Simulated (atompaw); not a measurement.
**Before and after: PAW (atompaw) potential for Cu**

* Element: Cu
* Generator: atompaw 4.2.0.5
* Type: PAW
* Functional: LDA (PW92)
* Relativity: scalar-relativistic
* Frozen core: [Ar]
* Valence charge: 11
* Reference configuration: 3d10 4s0 4p1
* Partial waves: 4s (bound, empty); 4s channel at 0.9 Ry; 4p (bound); 4p channel at 0.4 Ry; 3d (bound); 3d channel at -0.15 Ry
* Local potential: troulliermartins scheme with l = 3 at 0 Ry, radius 2.00 bohr
* Core correction: smooth core density matched at 2.60 bohr
* Augmentation charge: sinc compensation charge, radius 2.85 bohr; PAW radius 3.00 bohr; waves and projectors: bloechl

Change: all radii scaled by about 1.10 (s 1.92, p 3.30, d 1.92 bohr); local potential troulliermartins scheme with l = 3 at 0 Ry, radius 2.20 bohr; augmentation sinc compensation charge, radius 3.14 bohr; PAW radius 3.30 bohr; waves and projectors: bloechl; core correction smooth core density matched at 2.86 bohr.

Cutoffs: the cutoffs (Ry, on a coarse ladder) from which the occupation-weighted sum of valence levels, in a spherical-Bessel basis at the reference potential, stays within 10 and 1 mRy of its value at 400 Ry; they do not see the model core or the augmentation charge, which bear on the density cutoff.

Question: What does the change do?

Answer: The potential gets softer (35 Ry and 40 Ry → 30 Ry and 35 Ry); neither file shows a bound ghost. A larger radius leaves more room for a smooth pseudo-wave, so fewer plane waves are needed.

| quantity | base | changed |
| --- | --- | --- |
| cutoff, loose | 35 Ry | 30 Ry |
| cutoff, tight | 40 Ry | 35 Ry |
| loose cutoff by channel (10 mRy a level) | p 6 Ry, d 25 Ry | p 6 Ry, d 18 Ry |
| bound ghosts | none | none |
| lowest overlap eigenvalue by channel | s 0.22, p 0.01, d 1.00 | s 0.26, p 0.01, d 1.00 |

 The cutoffs see the waves, projectors and local potential, not the compensation charge or the core.
